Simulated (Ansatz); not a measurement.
Ideal-gas functions of BrGeH, SMILES `[GeH][Br]` at 298.15 K and 1 bar, from an Ansatz frequency run at PBE0-D4/def2-TZVP.

Molar mass 153.52 g/mol, point group Cs (symmetry number 1), electronic degeneracy 1, moments of inertia 2.529, 209.867, 212.396 u Å². Harmonic wavenumbers (cm⁻¹, unscaled): 293, 701, 1912.

Use S(trans) = R[1.5 ln M + 2.5 ln T − 1.1517]; rotational temperatures θ = 24.2544 K / I; S(rot) = R[ln(√π/σ · √(T³/θAθBθC)) + 1.5]; for each mode x = 1.438777 ν̃/T, S = R[x/(eˣ − 1) − ln(1 − e⁻ˣ)] and H = RT x/(eˣ − 1); 1 cm⁻¹ = 0.0119627 kJ/mol; R = 8.31446 J/(mol·K).

Task: By hand: the entropy, in J/(mol·K).

Result: Translation 171.6. Rotation: θ = 9.5905, 0.1156, 0.1142 K, giving 96.9. Vibration, mode by mode: 6.09, 1.28, 0.01, in all 7.4. Electronic 0.0. Sum 275.9 J/(mol·K).

Task: By hand: H − E and G − E in kJ/mol, counted from the electronic energy.

Result: Zero-point energy ½ × 2906 × 0.0119627 = 17.4; thermal vibration 1.4; translation, rotation and pV give 4 RT = 9.9. H − E = 28.7 kJ/mol, and G − E = 28.7 − 298.15 × 275.9/1000 = -53.6 kJ/mol.

Vibration gives 3 % of the entropy.
